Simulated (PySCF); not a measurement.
Below is a simulated gas-phase Si 2p photoelectron spectrum of SiHMe2F (`C[SiH](C)F`).

Every computed line was given a Gaussian of 0.4 eV full width at half maximum and an area set by the number of equivalent atoms (split 2:1 within a doublet); the highest printed point is 100. Computed with delta-SCF UKS SCAN, pcX-2 on the ionised atom, pcseg-1 elsewhere, spin-free X2C in PySCF 2.14.0.

```
binding energy (eV)  intensity
              106.9          0
              107.0          1
              107.1          6
              107.2         21
              107.3         50
              107.4         84
              107.5        100
              107.6         84
              107.7         52
              107.8         29
              107.9         27
              108.0         39
              108.1         50
              108.2         46
              108.3         30
              108.4         14
              108.5          4
              108.6          1
              108.7          0
```

Count the maxima, the lines and the sites behind this envelope.

The curve has 2 maxima (at 107.5 and 108.1 eV). Under it lie 2 lines from 1 inequivalent silicon site, drawn as a 2p3/2, 2p1/2 pair.

Decompose the envelope and assign each component. Bonds: Si1–C3, Si1–C7, Si1–F11. Hydrogens: H2 on Si1; H4, H5, H6 on C3; H8, H9, H10 on C7.

```json
{"position (eV)": "107.50", "relative area": "0.67", "line": "Si 2p3/2", "atoms": "Si1", "environment": "silicon bonded to 2 C, F and H"}
{"position (eV)": "108.13", "relative area": "0.33", "line": "Si 2p1/2", "atoms": "Si1", "environment": "silicon bonded to 2 C, F and H"}
```

What are the centre and the root-mean-square width of the whole band?

The area-weighted mean of the lines is 107.71 eV. Their own spread about it is 0.30 eV (rms) and each Gaussian has σ = 0.4/2.355 = 0.17 eV; the variances add, which gives 0.34 eV.

The curve has no shake-up lines and no vibrational structure. 2p3/2 and 2p1/2 are the ΔSCF energy of one spin-free 2p hole plus the eigenvalues of a spin–orbit and ligand-field matrix of the shell. 2p1/2 minus 2p3/2 (ligand field included): Si 0.63 eV. Geometry: PBE0-D3(BJ)/def2-SVP; no solvent, vibrations or thermal averaging.
